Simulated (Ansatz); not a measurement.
This geometry of BrCl$_{2}$H$_{2}$InO (7 atoms, charge 0, multiplicity 1) is a first-order saddle point.

Theory: RKS PBE/def2-SVP (Ansatz).

```xyz
7
Properties=species:S:1:pos:R:3
In 0.123 -0.330 -0.086
Cl -0.029 0.054 2.407
Cl 2.133 0.434 -1.016
O -1.639 -0.260 -1.047
H -2.351 -0.491 -0.417
Br 0.564 -2.846 1.061
H 0.315 -1.624 2.094
```

Question: Which two structures does it join? (They come from a converged band through this point; their orientation in space is the band's.)

Answer: Bonds broken: Br6–H7. Bonds formed: Cl2–H7.

Initial state:

```xyz
7
Properties=species:S:1:pos:R:3
In 0.074 -0.172 -0.012
Cl -0.082 0.241 2.376
Cl 2.100 0.402 -1.050
O -1.623 -0.338 -1.078
H -2.378 -0.400 -0.458
Br 0.614 -2.909 1.081
H 0.409 -1.888 2.135
```

Final state:

```xyz
7
Properties=species:S:1:pos:R:3
In 0.145 -0.611 -0.239
Cl 0.133 0.040 2.549
Cl 2.075 0.503 -0.978
O -1.671 -0.036 -0.883
H -2.319 -0.730 -0.645
Br 0.436 -2.953 0.750
H 0.316 -1.276 2.441
```

Question: How far does it lie above each of them?

Answer: 0.4 kcal/mol above the first and 4.0 kcal/mol above the second. This is the barrier of this one path; another mechanism may lie lower. The orbitals stay closed-shell, which can raise the energy where a bond breaks towards radicals; this wasn't checked here.

Time of the run: 77 s on 4 threads of Arm Neoverse V1 (shared host), peak memory 0.19 GiB.
